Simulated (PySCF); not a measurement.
Members of one family of related compounds. Theory: PySCF, TDDFT B3LYP/def2-SVPD, vertical, gas phase, core orbitals frozen in the response. Geometries: PBE0-D3(BJ)/def2-SVP; one conformer of each isolated species. Triplets are in the Tamm–Dancoff approximation.

Question: Rank by computed lowest singlet excitation energy, highest first.
A. `CC(=O)N[BH2-][S+](C)C`
B. `C(S[BH2-][S+](C)C)(F)(F)F`
C. `[SiH3]O[BH2-][S+](C)C`
D. `CB(C)[BH2-][S+](C)C`

Answer: C (6.09 eV), A (5.59 eV), B (5.45 eV), D (5.00 eV).

| SMILES | S1 (eV) | T1 (eV) | LUMO (eV) | gap (eV) | first f ≥ 0.01 (nm) | S1 mainly |
| --- | --- | --- | --- | --- | --- | --- |
| C[S+](C)[BH2-]O[SiH3] | 6.09 | 5.96 | -0.06 | 6.92 | 200 | H→L (90%) |
| CC(=O)N[BH2-][S+](C)C | 5.59 | 5.15 | 0.07 | 6.69 | 203 | H-1→L+3 (54%) |
| C[S+](C)[BH2-]SC(F)(F)F | 5.45 | 5.22 | -0.40 | 6.34 | 211 | H→L (90%) |
| CB(C)[BH2-][S+](C)C | 5.00 | 4.34 | -0.10 | 6.31 | 216 | H→L (70%) |

H and L stand for HOMO and LUMO.

- `C[S+](C)[BH2-]O[SiH3]`: Löwdin shares by element: HOMO oxygen 39%, hydrogen 24% or more, boron 20% (atoms not listed hold the other 17%); LUMO sulfur 24%, carbon 18%, boron 9% (atoms not listed hold the other 49%).
- `CC(=O)N[BH2-][S+](C)C`: Löwdin shares by element: HOMO nitrogen 35%, oxygen 18%, sulfur 12%, boron 10% (atoms not listed hold the other 24%); LUMO sulfur 38%, carbon 14% or more, hydrogen 10% or more, boron 7% (atoms not listed hold the other 31%).
- `C[S+](C)[BH2-]SC(F)(F)F`: Löwdin shares by element: HOMO sulfur 73%, boron 8%, carbon 6% or more; LUMO sulfur 41% or more, carbon 22% or more, hydrogen 8% or more (atoms not listed hold the other 29%).
- `CB(C)[BH2-][S+](C)C`: Löwdin shares by element: HOMO boron 60%, carbon 16% or more (atoms not listed hold the other 24%); LUMO boron 39%, sulfur 12%, carbon 8% or more (atoms not listed hold the other 41%).
